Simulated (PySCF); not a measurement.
## The halides of silicon, SiF₄ to SiI₄

Level: PBE0 in the def2-SVP basis family, computed in PySCF with density fitting; scalar-relativistic core potentials for atoms from Rb on, none lighter, no spin–orbit coupling; open shells unrestricted.

Each entry is the lowest minimum that a search over a few typed start shapes (and spin states, where more than one is plausible) found, or that minimum re-optimised at the stated level; isomers with ligand–ligand bonds, or fragments after loss of a ligand pair, can lie lower.

| molecule | 2S+1 | point group | mean bond to Si (Å) | polar-tensor charge of Si | highest ω (cm⁻¹) | lowest ω (cm⁻¹) | atomisation (kJ/mol) |
| --- | --- | --- | --- | --- | --- | --- | --- |
| SiF₄ | 1 | Td | 1.586 | 2.37 | 1045 | 257 | 2245 |
| SiBr₄ | 1 | Td | 2.203 | 1.93 | 504 | 84 | 1339 |
| SiI₄ | 1 | Td | 2.442 | 1.73 | 413 | 58 | 1069 |

The bond lengthens at every step; the largest change, 0.617 Å, falls between SiF₄ and SiBr₄ among the members listed.

Left out of the table are members whose search was unfinished or whose lowest solution was spin-contaminated, unstable, very soft or bonded differently.
